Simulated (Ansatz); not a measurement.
Reaction (redistribution): `F[SiH](F)[O][GeH3]` + `O[SiH2][SiH](O)F` → `F[SiH2][O][GeH3]` + `O[SiH2][Si](O)(F)F`

Computed with Ansatz on PBE0-D4/def2-TZVP structures; ΔE is electronic, products minus reactants. CBS: MP2 limit from def2 TZ/QZ plus the TZ coupled-cluster correction, frozen cores. Functionals use def2-TZVPP. B3LYP here is the variant with VWN-RPA as its local correlation; programs differ in this. For Ge outer-core shells are correlated without core-valence functions, which leaves a few kJ/mol of doubt a bond. Scalar relativity is left out up to krypton. One conformer a species, not always the lowest.

```json
{"level": "PBE-D4", "ΔE (kcal/mol)": "1.2"}
{"level": "PBE0-D4", "ΔE (kcal/mol)": "1.3"}
{"level": "B3LYP-D4", "ΔE (kcal/mol)": "1.1"}
{"level": "ωB97X-V", "ΔE (kcal/mol)": "1.2"}
{"level": "r2SCAN", "ΔE (kcal/mol)": "1.4"}
{"level": "HF/def2-TZVPP", "ΔE (kcal/mol)": "0.9"}
{"level": "MP2/def2-QZVPP", "ΔE (kcal/mol)": "1.3"}
{"level": "MP2/CBS(def2)", "ΔE (kcal/mol)": "1.3"}
```

(1) What does CCSD(T)/CBS give? (Estimate.)

Largest T1 diagnostic among the species: 0.012.

## Answers

(1) The calculation gave: +1.4 kcal/mol. The listed levels differ from it by -0.2, -0.1, -0.3, -0.2, 0.0, -0.5, -0.1, -0.1 kcal/mol.
